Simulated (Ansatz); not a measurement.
Born–Oppenheimer molecular dynamics of CH4ClO2SbSi (10 atoms, charge 0, multiplicity 1). It starts at the highest image of a converged band, a first-order saddle point between two minima.

The calculation used RKS LDA/def2-SVP in Ansatz.

```json
{"ensemble": "NVE (velocity Verlet)", "time step": "0.5 fs", "steps asked": "200", "starting velocities drawn for": "300 K", "seed": "6987"}
```

First frame:

```xyz
10
Properties=species:S:1:pos:R:3
O -1.363 0.348 -0.318
C -0.272 -0.043 0.069
Si 0.543 0.422 1.718
Cl -0.752 0.271 3.306
Sb 0.811 -1.356 -1.358
O -0.814 -0.757 -2.586
H 1.040 1.838 1.612
H 1.692 -0.537 1.881
H 0.551 0.028 -2.442
H -1.353 -0.264 -1.878
```

Task: How far do the bonds stretch over the last three quarters of this one trajectory? (Pairs bonded in most of those frames.)

Result: 
```
   bond  mean (Å)  spread (Å)  shortest  longest
  O1–C2     1.212       0.006      1.20     1.22
 C2–Si3     1.911       0.026      1.86     1.95
 C2–Sb5     2.238       0.029      2.19     2.28
Si3–Cl4     2.052       0.010      2.03     2.07
 Si3–H7     1.506       0.020      1.47     1.53
 Si3–H8     1.510       0.046      1.44     1.58
 Sb5–O6     2.012       0.062      1.90     2.09
 Sb5–H9     1.861       0.135      1.65     2.09
 O6–H10     1.003       0.028      0.96     1.05
```

Mean temperature of the second half: 668 K. The conserved energy stayed within 0.13 meV per atom of its start (net change -0.02 meV per atom), so the integration is sound. The kinetic energy rose, since the run started high on the potential surface and went downhill. A run of 0.1 ps of so small a system gives no equilibrium averages. The orbitals stay closed-shell, which can raise the energy where a bond breaks towards radicals; this wasn't checked here.

The run took 8.7 min on 2 threads of Intel(R) Xeon(R) Platinum 8488C (Sapphire Rapids) (shared host), peak memory 0.19 GiB.
